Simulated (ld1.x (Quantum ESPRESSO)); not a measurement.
Before and after: RRKJ potential for B

ld1.x (Quantum ESPRESSO) 7.5 input, shortened:

```
&input
   title='B', zed=5., rel=1, dft='PBE', iswitch=3,
   config='[He] 2s2 2p0'
 /
 &inputp
   pseudotype=2, tm=.false., lloc=0,
   nlcc=.true., rcore=1.10
 /
2
2P  2  1   0.00   0.00  2.40  2.40  0.0
2S  1  0   2.00   0.00  1.35  1.35  0.0
 &test
   configts(1)='2s2 2p0'
 /
```

Change: core correction a·sin(br)/r model core inside 1.22 bohr.

Cutoffs: the cutoffs (Ry, on a coarse ladder) from which the occupation-weighted sum of valence levels, in a spherical-Bessel basis at the reference potential, stays within 10 and 1 mRy of its value at 400 Ry; they do not see the model core or the augmentation charge, which bear on the density cutoff. Errors are all-electron minus pseudo energies relative to the spin-unpolarised reference configuration.

**Question.** How do hardness, ghosts and transferability respond?

**Answer.** The potential gets neither clearly harder nor softer (21 Ry and 55 Ry → 21 Ry and 55 Ry); of the 7 tests that both files solve, the error grows in 2 and shrinks in 0 by more than 15 % and 0.3 meV (median size 43.4 → 45.4 meV); neither file shows a bound ghost. A wider model core is smoother and lowers the density cutoff, which this test does not measure.

```tsv
quantity	base	changed
cutoff, loose	21 Ry	21 Ry
cutoff, tight	55 Ry	55 Ry
bound ghosts	none	none
error for 2s2 2p1, meV [ΔE -8.22 eV]	+43	+45
error for 2s1 2p0, meV [ΔE 25.42 eV]	+18	+22
error for 2s2 2p0.5, meV [ΔE -5.33 eV]	+18	+19
error for 2s2 2p1.3, meV [ΔE -8.96 eV]	+52	+55
error for 2s1 2p2, meV [ΔE -2.37 eV]	+76	+83
error for 2s0 2p3, meV [ΔE 3.50 eV]	+105	+116
error for 2s1 2p1, meV [ΔE 6.14 eV]	-0.4	+2.3
s: phases at 2.61 bohr within 0.05 rad from the reference energy up to (Ry; the scan ends near 5)	1.3	1.3
p: phases at 2.61 bohr within 0.05 rad from the reference energy up to (Ry; the scan ends near 5)	0.8	0.8
```
